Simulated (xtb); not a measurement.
xtb input (GFN2-xTB):

```bash
xtb mol.xyz --gfn 2 --sp --chrg -1 --uhf 0
```
mol.xyz:
```
3

Sc     0.19370234    -0.08781915     0.21719699
O      0.99094560     0.34477745    -1.30275763
O     -1.49941423    -0.11425217     0.73261554
```

End of the output:

```
         :::::::::::::::::::::::::::::::::::::::::::::::::::::
         ::                     SUMMARY                     ::
         :::::::::::::::::::::::::::::::::::::::::::::::::::::
         :: total energy              -9.282170569124 Eh    ::
         :: gradient norm              0.009384347689 Eh/a0 ::
         :: HOMO-LUMO gap              1.748401015757 eV    ::
         ::.................................................::
         :: SCC energy                -9.312321229668 Eh    ::
         :: -> isotropic ES            0.311428370764 Eh    ::
         :: -> anisotropic ES          0.016858587149 Eh    ::
         :: -> anisotropic XC         -0.008385841513 Eh    ::
         :: -> dispersion             -0.001395426207 Eh    ::
         :: repulsion energy           0.030150660544 Eh    ::
         :: add. restraining           0.000000000000 Eh    ::
         :: total charge              -1.000000000000 e     ::
         :::::::::::::::::::::::::::::::::::::::::::::::::::::

           -------------------------------------------------
          |                Property Printout                |
           -------------------------------------------------
Note: The following floating-point exceptions are signalling: IEEE_DENORMAL
normal termination of xtb

    * Orbital Energies and Occupations

         #    Occupation            Energy/Eh            Energy/eV
      -------------------------------------------------------------
         1        2.0000           -0.3972160             -10.8088
         2        2.0000           -0.3970056             -10.8031
         3        2.0000           -0.1803982              -4.9089
         4        2.0000           -0.1607419              -4.3740
         5        2.0000           -0.1473468              -4.0095
         6        2.0000           -0.1236785              -3.3655
         7        2.0000           -0.1218773              -3.3164
         8        2.0000           -0.1212627              -3.2997 (HOMO)
         9                         -0.0570101              -1.5513 (LUMO)
        10                         -0.0405018              -1.1021
        11                         -0.0402976              -1.0966
        12                         -0.0337127              -0.9174
        13                         -0.0229165              -0.6236
        14                          0.0678854               1.8473
        15                          0.1810747               4.9273
        16                          0.3228656               8.7856
        17                          0.5341360              14.5346
      -------------------------------------------------------------
                  HL-Gap            0.0642526 Eh            1.7484 eV
             Fermi-level           -0.0889791 Eh           -2.4212 eV

     #   Z          covCN         q      C6AA      α(0)
     1  21 Sc       1.411     0.627   275.052    35.235
     2   8 O        0.706    -0.814    32.111     7.593
     3   8 O        0.706    -0.814    32.111     7.593

 Mol. C6AA /au·bohr⁶  :        740.612875
 Mol. C8AA /au·bohr⁸  :      55962.145470
 Mol. α(0) /au        :         50.420188

Wiberg/Mayer (AO) data.
largest (>0.10) Wiberg bond orders for each atom

 ---------------------------------------------------------------------------
     #   Z sym  total        # sym  WBO       # sym  WBO       # sym  WBO
 ---------------------------------------------------------------------------
     1  21 Sc   3.393 --     2 O    1.696     3 O    1.696
     2   8 O    1.900 --     1 Sc   1.696     3 O    0.204
     3   8 O    1.900 --     1 Sc   1.696     2 O    0.204
 ---------------------------------------------------------------------------

Topologies differ in total number of bonds
Writing topology from bond orders to xtbtopo.mol

molecular dipole:
                 x           y           z       tot (Debye)
 q only:        1.011      -0.458       1.134
   full:        1.367      -0.620       1.533       5.452
molecular quadrupole (traceless):
                xx          xy          yy          xz          yz          zz
 q only:       -5.925      -2.293       7.476      10.554       2.258      -1.551
  q+dip:       -6.227      -2.520       7.774      11.397       2.280      -1.547
   full:       -7.635      -2.883       9.686      13.405       2.969      -2.051

           -------------------------------------------------
          | TOTAL ENERGY               -9.282170569124 Eh   |
          | GRADIENT NORM               0.009384347689 Eh/α |
          | HOMO-LUMO GAP               1.748401015757 eV   |
           -------------------------------------------------

------------------------------------------------------------------------
------------------------------------------------------------------------
 total:
 SCF:
```

This state (charge -1, singlet) is run at the relaxed geometry of the species with charge 0 and multiplicity 2.
